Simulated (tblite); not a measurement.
C6H7FN (doublet state).
Structure used (GFN2-xTB), in Å, numbered top down from 1:
```
atom  x, y, z in Å
N1     2.8298   -0.1733   -0.9852
C2     1.9511    0.0672   -0.2951
C3     0.8284    0.3518    0.5637
C4     0.0003   -0.9228    0.8146
C5    -0.9348   -1.0041   -0.3986
C6    -1.0981    0.3983   -0.8327
C7    -0.1501    1.3002   -0.1556
F8    -0.7932    2.1020    0.8063
H9     1.1976    0.8015    1.4896
H10    0.6307   -1.8041    0.9230
H11   -0.5829   -0.7917    1.7267
H12   -0.4758   -1.6045   -1.1978
H13   -1.8904   -1.4818   -0.1642
H14   -1.8617    0.7440   -1.5005
H15    0.3447    2.0253   -0.8162
```

Level: GFN2-xTB in tblite, geometry and Hessian alike; calculated harmonic values, unscaled, isolated species. The method is semi-empirical: single wavenumbers can be off by several per cent or more. One conformer, not necessarily the lowest. Open shells enter through the occupations alone, without spin polarisation, and single modes of such species can be off by tens of per cent.

Harmonic wavenumbers (cm⁻¹): 74.5, 129.0, 146.6, 211.2, 316.6, 366.5, 435.4, 496.3, 536.2, 660.3, 723.3, 821.4, 869.5, 903.4, 944.0, 976.3, 986.6, 1027.6, 1074.4, 1086.4, 1111.3, 1151.6, 1202.6, 1219.8, 1244.8, 1270.0, 1284.3, 1297.7, 1313.0, 1440.2, 1474.9, 2411.1, 2853.9, 2883.6, 2945.6, 2959.1, 3000.3, 3017.7, 3165.9.

A = 3011, B = 1814, C = 1455 MHz; mass 112.056 u (most abundant isotopes); point group C1, symmetry number 1; spin multiplicity 2.

What is the zero-point energy?

Half the sum of the wavenumbers: 25016 cm⁻¹ = 71.53 kcal/mol.

Entropy at 273.15 K, 1 bar (ideal gas, RRHO, classical rotation)?

Translation 39.65, rotation 27.83, vibration 16.44, spin (R ln 2) 1.38: S = 85.3 cal/(mol K).

And Cp and H(273.15 K) − H(0)?

Cp = 27.82 cal/(mol K), of which vibrations give 19.87 (their classical limit is 39 R = 77.5); H(273.15 K) − H(0) = 4.71 kcal/mol without the zero-point energy, 2.54 from vibrations.

How do the functions run with temperature in this model?

```
 T (K)  S (cal/(mol K))  Cp (cal/(mol K))  H − H(0) (kcal/mol)  G − H(0) (kcal/mol)  ln q(vib)
   150             71.9              18.2                 1.90                -8.88       1.55
   250             82.9              25.9                 4.09               -16.64       3.20
298.15             87.8              30.0                 5.43               -20.75       4.02
   400             97.8              38.4                 8.92               -30.21       5.83
   600            116.0              51.1                17.97               -51.63       9.50
   900            139.1              62.8                35.21               -90.01      14.91
```

q(vib) and H(0) count from the zero-point level.

Blend soft modes into free rotors: weight 1/[1 + (100 cm⁻¹/ν̃)⁴] for the oscillator and the rest for a rotor with moment μB/(μ + B), μ = h/(8π²ν), B = 10⁻⁴⁴ kg m². What vibrational entropy results?

15.74 cal/(mol K) in place of 16.44, which changes −T·S at 273.15 K by +0.19 kcal/mol.

Hindered rotation and anharmonicity are outside this model. Other conformers, if any are populated, would add a mixing term that is left out. The structure is chiral; the term R ln 2 for an equal mix with its mirror image is left out.
